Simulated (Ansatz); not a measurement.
Consider the ligand exchange at the Si–C bond: `[SiH3][CH]1[S][GeH2]1` + `CB(C)N` → `CB(C)N[SiH3]` + `[CH2]1[S][GeH2]1`.

Computed with Ansatz on PBE0-D4/def2-TZVP structures; ΔE is electronic, products minus reactants. CCSD(T)/CBS is the MP2 limit (def2-TZVPP, def2-QZVPP) plus CCSD(T) − MP2 in def2-TZVPP, frozen cores. DFT in def2-TZVPP. For Ge outer-core shells are correlated without core-valence functions, which leaves a few kJ/mol of doubt a bond. Scalar relativity is left out up to krypton. One conformer a species, not always the lowest.

| level | ΔE (kcal/mol) |
| --- | --- |
| PBE0-D4 | -5.8 |
| ωB97X-V | -7.0 |
| ωB97M-V | -6.7 |
| B2PLYP | -6.9 |
| PBE | -5.2 |
| CCSD/def2-TZVPP | -7.2 |
| MP2/def2-QZVPP | -5.9 |
| CCSD/CBS(def2) | -6.6 |

**Question.** What does CCSD(T)/CBS give? (Estimate.)

**Answer.** Computed: -6.1 kcal/mol. The listed levels differ from it by 0.3, -0.9, -0.6, -0.8, 0.9, -1.1, 0.2, -0.5 kcal/mol.

Largest T1 diagnostic among the species: 0.012.

In def2-TZVPP, CCSD(T) changes the Hartree–Fock value by +2.7 kcal/mol (the triples alone add +0.5 kcal/mol) and MP2 by +3.2 kcal/mol.
